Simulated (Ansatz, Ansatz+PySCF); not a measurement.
```xyz
2

Al    0.0000    0.0000    0.0000
Al    0.0000    0.0000    2.5659
```

Basis set: def2-SVP (spherical functions). Frozen core: 10 orbitals. Correlation on ROHF uses semicanonical orbitals with singles. Charge 0, multiplicity 3.

Computed with Ansatz (development build ahead of 0.2.0); each method stands on the lowest determinant of its kind that the runs found.

The atomization energy at this shape (free ground-state atoms in the same class of orbitals less the molecule, no zero-point energy) of triplet Al2:

| method | atomization energy |
| --- | --- |
| UHF-CCSD(T) | 1.22 eV |
| ROHF-MP2 | 1.19 eV |
| UHF-MP2 | 1.15 eV |

Task: What does ROHF give?

Result: 0.68 eV. Caution for UHF-CCSD(T), ROHF-MP2, UHF-MP2: a plain start can end on a higher determinant.
